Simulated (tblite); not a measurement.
Compound: C7H9GeNO.
Numbering: `[CH:1]#[C:2][CH2:3][C:4]#[C:5][GeH2:6][N:7]([CH3:8])[CH:9]=[O:10]` (hydrogens: H11 on C1; H12, H13 on C3; H14, H15 on Ge6; H16, H17, H18 on C8; H19 on C9)

Geometry (GFN2-xTB, Å), atoms numbered from 1 in this order:
```xyz
19
C7H9GeNO angstrom
C      5.0186    0.1850   -0.5123
C      4.0223   -0.4763   -0.5260
C      2.8040   -1.2681   -0.5328
C      1.6783   -0.4767   -0.0677
C      0.7657    0.2074    0.3230
Ge    -0.7110    1.2046    0.9475
N     -2.3019    0.2660    0.5463
C     -3.3527    0.6370   -0.3670
C     -2.3251   -0.8414    1.2748
O     -1.4155   -1.0904    2.0460
H      5.8985    0.7555   -0.5013
H      2.9292   -2.1356    0.1244
H      2.6052   -1.6226   -1.5504
H     -0.8833    2.4402    0.0939
H     -0.6732    1.5315    2.4031
H     -2.9178    1.0005   -1.2984
H     -3.9832   -0.2269   -0.5828
H     -3.9749    1.4289    0.0579
H     -3.1928   -1.5093    1.1448
```

Computed with GFN2-xTB (tblite): harmonic, unscaled wavenumbers at the GFN2-xTB geometry, gas phase. This tight-binding method is rough: wavenumbers can miss measured ones by several per cent, in bad cases by 10 to 20. Modes of hydrogen on germanium can be 10 to 20 % off. One conformer, not necessarily the lowest. The optimisation stopped once no atom felt more than 0.01 eV/Å.

Lowest wavenumbers of the output (negative numbers stand for imaginary wavenumbers):
```
mode    cm-1
  1     -63.2
  2       5.1
  3      41.5
  4      47.4
  5      79.2
  6     147.9
  7     167.4
  8     208.6
```

Question: Is this structure a minimum?

Answer: No. 1 mode is imaginary beyond 20i (63i cm⁻¹), so at this level the point lies at or near a first-order saddle.

Question: Which atoms move in the imaginary mode?

Answer: 63i: H18 (methyl hydrogen) 34 %, H16 (methyl hydrogen) 34 %, H17 (methyl hydrogen) 30 %. These are shares of the mass-weighted motion.

Question: What is the remedy?

Answer: Step along that mode in both directions, optimise again with tighter thresholds and repeat the frequencies. The zero-point energy of this point (82.4 kcal/mol) counts the 50 real modes alone, and thermal corrections from it aren't those of a minimum.
